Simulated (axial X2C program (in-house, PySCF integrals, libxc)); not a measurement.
# How long does MgPd take?

A bond scan computed with an in-house relativistic program for diatomic molecules. Basis: Pd dyall-cv3z [12s12p8d5f3g], Mg dyall-cv3z [9s8p6d3f] (cores contracted in-house).

The run was started with this input:
```json
{"zs": [46, 12], "q": 0, "bas": ["dyall-cv3z", "dyall-cv3z"], "levels": ["PBE0", "HF", "M06"], "cc": true, "r0": 2.59, "thr": -2.0, "nmax": 90, "npts": 10, "nst": 2, "ntry": 6}
```
```bash
python so2c.py task.json out
```

Keys: zs atomic numbers; q charge; bas basis sets; levels methods; cc coupled cluster on or off; r0 starting distance in Å; thr threshold in hartree for freezing inner shells (an s shell follows its p shell); nmax most natural virtual spinors; npts points on the curve; nst determinants followed; ntry starts of the search. HF also brings MP2.

Hardware: 1 thread of Arm Neoverse V2, with other jobs on the host.

Wall time of one point of each curve, integrals apart:

```tsv
Hamiltonian	level	points	seconds a point
spin-free	PBE0	6	1.1
spin-free	HF	6	0.6
spin-free	CCSD(T) (12 electrons, 90 virtuals)	6	4.7
spin-free	M06	6	2.2
2c	PBE0	6	1.6
2c	HF	6	1.2
2c	CCSD(T) (12 electrons, 90 virtuals)	6	5.7
2c	M06	6	2.8
```

The rest:

Search with its distance optimisation 41 s, atoms 21 s, whole task 210 s. Coupled cluster runs on the points near the minimum only. The program drops outer points, and coupled cluster, when its time limit (not in the input) nears; MP2, further determinants and curves that did not converge are not in the table.
